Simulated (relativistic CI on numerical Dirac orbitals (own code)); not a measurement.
**One change at a time: As25+**

Base calculation: Dirac-Coulomb-Breit CI, KLI orbitals optimised for each configuration, QED by a radiative potential, unscaled Slater integrals.

CI space (outside the closed core 1s2): 2s2 2p4, 2s 2p5, 2p6, 2p5 3s, 2p5 3p, 2p5 3d, 2s2 2p3 3s, 2s2 2p3 3p, 2s2 2p3 3d, 2s 2p4 3s, 2s 2p4 3p, 2s 2p4 3d, 2s2 2p3 4s, 2s2 2p3 4p, 2s2 2p3 4d, 2s2 2p3 4f. Levels of other configurations are missing.

Variants: (1) valence Slater integrals scaled by 0.9; (2) Breit term removed. Shifts of the energy above 2s2 2p4 3P_2, in eV, for the lowest level and the first level of each name with at least 55 % of one term (blank where a level changes its place among those of its configuration and J or its character, or is not in the variant):

```
           Level     Base   Δ(1)   Δ(2)
    2s2 2p4 3P_2     0.00   0.00   0.00
    2s2 2p4 3P_0    16.79  -1.11  -0.46
    2s2 2p4 3P_1    34.86  +0.31  +0.47
    2s2 2p4 1D_2    46.88  -1.04  +0.98
    2s2 2p4 1S_0    89.95  -1.41  +1.09
    2s 2p5 3P°_2   174.88  +0.78  -0.16
    2s 2p5 3P°_1   193.29  +0.02   0.00
    2s 2p5 3P°_0   213.64  +0.79  +0.41
    2s 2p5 1P°_1   245.17  -3.41  +0.37
        2p6 1S_0   400.09  -1.43  -0.58
2s2 2p3 3s 5S°_2  1468.38  +1.10  +1.13
2s2 2p3 3s 3D°_1  1505.17  +0.39  +1.59
2s2 2p3 3s 3D°_3  1513.08  -0.27  +2.46
2s2 2p3 3s 1D°_2  1516.34  -0.61  +2.37
 2s2 2p3 3p 5P_3  1518.54  +1.27  +1.20
2s2 2p3 3s 3P°_0  1527.41  -1.26  +1.46
2s2 2p3 3s 3P°_1  1528.90  -1.41  +1.54
 2s2 2p3 3p 3P_0  1534.07  +0.34  +1.12
 2s2 2p3 3p 3F_3  1551.95  +0.38  +1.74
2s2 2p3 3s 3P°_2  1557.22  -0.57  +2.58
 2s2 2p3 3p 3D_3  1562.50  -0.05  +2.45
 2s2 2p3 3p 3F_4  1563.51  -0.19  +2.54
```

At this charge energies of transitions that change n are usually good to better than 1 %, and those within a shell (Δn = 0) to a few per cent.

Ionisation energy from the two ground configurations alone: base 2622.85 eV; Breit term removed 2624.28 eV. The NIST ASD value (semi-empirical) is 2626 eV.

LS names give the leading component of a level, which can be under half, so a name can repeat, a term be missing and a line seem to break the LS rules.
